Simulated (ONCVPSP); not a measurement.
antimony: excitation energies, all-electron against ONCV

- Element: Sb (Z = 51)
- Generator: ONCVPSP 4.0.1
- Type: optimised norm-conserving Vanderbilt (ONCV)
- Functional: PBE
- Relativity: fully relativistic
- Frozen core: [Ar] 3d10
- Valence charge: 23
- Reference configuration: 4s2 4p6 4d10 5s2 5p2 (charge +1)
- Partial waves: 4s+5s: rc 1.45 bohr, ncon 4, nbas 8, qcut 10.3 1/bohr, 2 projectors; 4p+5p: rc 1.40 bohr, ncon 5, nbas 9, qcut 11.9 1/bohr, 2 projectors; 4d: rc 1.35 bohr, ncon 4, nbas 9, qcut 9.3 1/bohr, 3 projectors, debl 1 Ha
- Local potential: polynomial inside 1.10 bohr (lpopt 5, dvloc0 2 Ha)
- Core correction: Teter function, fcfact 5.75, rcfact 1.2

Open shells are filled in proportion to 2j + 1.

In the d channel the program set the typed energies aside and used -1.524, 0.250, 1.250 Ha (j = l + 1/2; the other j can differ).

Energies are relative to the spin-unpolarised reference configuration 4s2 4p6 4d10 5s2 5p2; without spin polarisation the order of configurations can differ from experiment.

| valence configuration | charge | ΔE all-electron (eV) | error AE − PS (meV) |
| --- | --- | --- | --- |
| 4s2 4p6 4d10 5s2 5p3 | 0 | -8.334 | 0.0 |
| 4s2 4p6 4d10 5s2 5p1 | +2 | 15.989 | +0.1 |
| 4s2 4p6 4d10 5s2 5p0 | +3 | 40.429 | +0.1 |
| 4s1 4p6 4d10 5s2 5p3 | +1 | 149.053 | -343 |

Levels in the configuration 4s1 4p6 4d10 5s2 5p3:

```json
{"level": "4s j=1/2", "all-electron (eV)": "-166.436", "pseudo (eV)": "-167.140"}
{"level": "4p j=3/2", "all-electron (eV)": "-116.250", "pseudo (eV)": "-116.509"}
{"level": "4p j=1/2", "all-electron (eV)": "-125.064", "pseudo (eV)": "-125.384"}
{"level": "4d j=5/2", "all-electron (eV)": "-48.970", "pseudo (eV)": "-48.960"}
{"level": "4d j=3/2", "all-electron (eV)": "-50.303", "pseudo (eV)": "-50.293"}
{"level": "5s j=1/2", "all-electron (eV)": "-23.000", "pseudo (eV)": "-23.039"}
{"level": "5p j=3/2", "all-electron (eV)": "-13.277", "pseudo (eV)": "-13.284"}
{"level": "5p j=1/2", "all-electron (eV)": "-14.153", "pseudo (eV)": "-14.161"}
```

Note: ghosts flagged at negative energy: d5/2 at -612694.9 eV, d3/2 at -649.7 eV; GHOST(+) flags only above 600 eV. A true bound ghost makes a file unfit for plane-wave use.
